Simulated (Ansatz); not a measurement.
Kohn–Sham single points on C4H10Si, SMILES `C/C=C/[SiH2]C`.

```yaml
crystal:
  periodic: [false, false, false]
  atoms:
    - {symbol: C, position_ang: [-1.955080, 1.174274, 1.592369]}
    - {symbol: C, position_ang: [-1.306008, 0.413431, 0.488306]}
    - {symbol: C, position_ang: [-0.122377, -0.196612, 0.553147]}
    - {symbol: Si, position_ang: [0.630033, -1.121415, -0.869134]}
    - {symbol: C, position_ang: [2.263742, -0.376461, -1.400864]}
    - {symbol: H, position_ang: [-2.141151, 2.211046, 1.293487]}
    - {symbol: H, position_ang: [-1.339390, 1.178687, 2.493480]}
    - {symbol: H, position_ang: [-2.930624, 0.743672, 1.840651]}
    - {symbol: H, position_ang: [-1.870689, 0.365101, -0.443373]}
    - {symbol: H, position_ang: [0.423890, -0.136737, 1.496164]}
    - {symbol: H, position_ang: [0.859363, -2.545799, -0.488632]}
    - {symbol: H, position_ang: [-0.343238, -1.093204, -1.998140]}
    - {symbol: H, position_ang: [2.979793, -0.383596, -0.575212]}
    - {symbol: H, position_ang: [2.699320, -0.941513, -2.228448]}
    - {symbol: H, position_ang: [2.130617, 0.658323, -1.724500]}
basis:
  gaussian: {orbitals: def2-TZVPP}
hamiltonian: {xc: {name: BLYP}, dispersion: d4}
output: {orbitals: {seedname: orbitals}}
```

```sh
$ ansatz run in.yaml --threads 4 --pin off --events-out ev --progress --plain --max-ram 10444MiB
```

It prints (some lines left out):

```
Functional definition: BLYP
1598 factors; their error is unknown
mean field evaluation 1: about -12166.0434 eV, gradient 9.6e1 eV
mean field evaluation 2: about -12128.6698 eV, gradient 1.4e2 eV
mean field evaluation 4: about -12187.4427 eV, gradient 1.5e1 eV
mean field evaluation 8: about -12187.9688 eV, gradient 1.1e-1 eV
mean field evaluation 16: about -12187.9209 eV, gradient 4.3e-4 eV
mean field -12187.92091566 eV, -447.8978323810 hartree, gradient 5.5e-5 eV, S^2 0.000000; 0 other end points of the search recorded, 0 dependent functions left out
reference -12187.92137211 eV, -447.8978491554 hartree; 24, 24 occupied and 282, 282 virtual orbitals, 1598 factors
Total energy: -12188.55864795 eV, -447.9212686105 hartree
```

Hardware: 4 threads of an Intel Xeon Platinum 8375C on a shared host. Wall time 2.7 s, peak host memory 0.42 GiB.

The same input with `hamiltonian: {xc: {name: LC-wPBE}}` (abridged; 3.5 s):

```
Functional definition: LC-wPBE
mean field evaluation 16: about -12185.3360 eV, gradient 4.5e-5 eV
mean field -12185.33602045 eV, -447.8028392340 hartree, gradient 4.5e-5 eV, S^2 0.000000
Total energy: -12185.33602046 eV, -447.8028392344 hartree
```

The same input with `hamiltonian: {xc: hse06, dispersion: d4}` (abridged; 4.7 s):

```
Functional definition: HSE06
mean field evaluation 16: about -12181.3406 eV, gradient 2.5e-4 eV
mean field -12181.34056673 eV, -447.6560090180 hartree, gradient 3.9e-5 eV, S^2 0.000000
Total energy: -12181.56800442 eV, -447.6643671990 hartree
```

With the line `hamiltonian: {xc: {name: wB97M-V}}` and forces (abridged; 13 s):

```
Functional definition: wB97M-V
mean field evaluation 16: about -12187.3600 eV, gradient 9.7e-5 eV
mean field -12187.35996659 eV, -447.8772178829 hartree, gradient 2.4e-5 eV, S^2 0.000000
Total energy: -12187.36002687 eV, -447.8772200983 hartree
Atom 0 force    -0.154294     0.160469     0.207285 eV/Å
Atom 1 force     0.109007    -0.139942    -0.216869 eV/Å
Atom 2 force    -0.014531     0.039273     0.066464 eV/Å
Atom 3 force    -0.036088    -0.148815    -0.107299 eV/Å
Atom 4 force     0.016992     0.008904    -0.008375 eV/Å
Atom 5 force     0.027015    -0.091920     0.027113 eV/Å
Atom 6 force    -0.040712    -0.001796    -0.068257 eV/Å
Atom 7 force     0.093307     0.028902    -0.019887 eV/Å
Atom 8 force     0.047824    -0.000780     0.065163 eV/Å
Atom 9 force    -0.055939     0.011587    -0.048975 eV/Å
Atom 10 force    -0.026379     0.154328    -0.040706 eV/Å
Atom 11 force     0.095853     0.002732     0.119054 eV/Å
Atom 12 force    -0.047360     0.002637    -0.059108 eV/Å
Atom 13 force    -0.027910     0.045739     0.061946 eV/Å
Atom 14 force     0.013216    -0.071318     0.022453 eV/Å
Dipole moment:    -0.031864     0.198069     0.104436 e Å
```

Changing it to `hamiltonian: {xc: {name: CAM-B3LYP}, dispersion: d4}` (abridged; 4.8 s):

```
Functional definition: CAM-B3LYP
mean field evaluation 16: about -12188.1655 eV, gradient 5.3e-5 eV
mean field -12188.16550499 eV, -447.9068208732 hartree, gradient 5.3e-5 eV, S^2 0.000000
Total energy: -12188.41251315 eV, -447.9158982556 hartree
```

With the line `hamiltonian: {xc: {name: revPBE}, dispersion: d4}` (abridged; 2.8 s):

```
Functional definition: revPBE
mean field evaluation 16: about -12187.5665 eV, gradient 5.3e-4 eV
mean field -12187.56645263 eV, -447.8848061050 hartree, gradient 4.2e-5 eV, S^2 0.000000
Total energy: -12188.49067764 eV, -447.9187707474 hartree
```

HSE06 is the plane-wave form, built on full-range PBE exchange.
